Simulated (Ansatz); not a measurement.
`F[Si]1(F)CS1` at its PBE0-D4/def2-TZVP geometry, where that method's forces vanish. The species carries charge 0 and has multiplicity 1.

```csv
atom,x (Å),y (Å),z (Å)
F1,1.989,0.704,-0.452
Si2,0.686,0.345,0.358
F3,1.180,-0.032,1.807
C4,-0.706,-0.502,-0.416
S5,-1.073,1.332,0.049
H6,-1.331,-1.190,0.145
H7,-0.745,-0.657,-1.490
```

Task: For each bond, give half the difference of the two atoms' forces along it (eV/Å; positive pushes the atoms apart) under PBE-D4, r2SCAN-D4, B3LYP-D4, ωB97M-V in def2-TZVPP. (An estimate is asked.)

Result: The calculation gave: 
```json
{"bond": "F1–Si2", "length (Å)": "1.576", "PBE-D4": "0.47", "r2SCAN-D4": "0.06", "B3LYP-D4": "0.14", "ωB97M-V": "0.12"}
{"bond": "Si2–F3", "length (Å)": "1.576", "PBE-D4": "0.47", "r2SCAN-D4": "0.06", "B3LYP-D4": "0.14", "ωB97M-V": "0.12"}
{"bond": "Si2–C4", "length (Å)": "1.804", "PBE-D4": "-0.10", "r2SCAN-D4": "-0.01", "B3LYP-D4": "0.06", "ωB97M-V": "-0.04"}
{"bond": "Si2–S5", "length (Å)": "2.040", "PBE-D4": "0.11", "r2SCAN-D4": "0.06", "B3LYP-D4": "0.16", "ωB97M-V": "-0.03"}
{"bond": "C4–S5", "length (Å)": "1.927", "PBE-D4": "0.33", "r2SCAN-D4": "0.25", "B3LYP-D4": "0.41", "ωB97M-V": "0.10"}
{"bond": "C4–H6", "length (Å)": "1.086", "PBE-D4": "0.07", "r2SCAN-D4": "-0.04", "B3LYP-D4": "-0.13", "ωB97M-V": "-0.09"}
{"bond": "C4–H7", "length (Å)": "1.086", "PBE-D4": "0.07", "r2SCAN-D4": "-0.04", "B3LYP-D4": "-0.13", "ωB97M-V": "-0.09"}
```

B3LYP here is the variant with VWN-RPA as its local correlation; programs differ in this.

Program: Ansatz 0.2.0.
